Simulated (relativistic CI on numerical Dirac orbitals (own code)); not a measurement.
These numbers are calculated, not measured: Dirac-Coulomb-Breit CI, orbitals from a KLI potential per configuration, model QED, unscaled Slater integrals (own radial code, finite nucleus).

The strongest absorption lines from the ground level of an ion, among the configurations computed and to levels below about 14400 eV (vacuum wavelength in nm, gf): 0.08655 (0.044), 0.08697 (0.026), 0.09599 (0.1), 0.09702 (0.065), 0.12556 (0.38), 0.12985 (0.27), 0.97650 (0.22), 7.1653 (0.013).

(1) Which ion is it?
A. Re72+
B. Eu60+
C. La54+
D. Tm66+

Answers

(1) D. Tm66+ has 3 electrons and the ground level 2s 2S_1/2; the strongest line goes to 3p 2P°_3/2. The pattern of lines fixes the number of electrons, and along that sequence the line energies rise steadily with the charge (about as its square where n changes within one kind of shell, about linearly where n is kept but much faster in heavy ions where fine structure, which grows about as Z⁴, sets the gap, and irregularly where shells cross), which fixes Z. Configurations outside the model, such as inner-shell arrays, can give stronger lines. At this charge energies of transitions that change n are usually good to better than 1 %, and those within a shell (Δn = 0) to a few per cent.
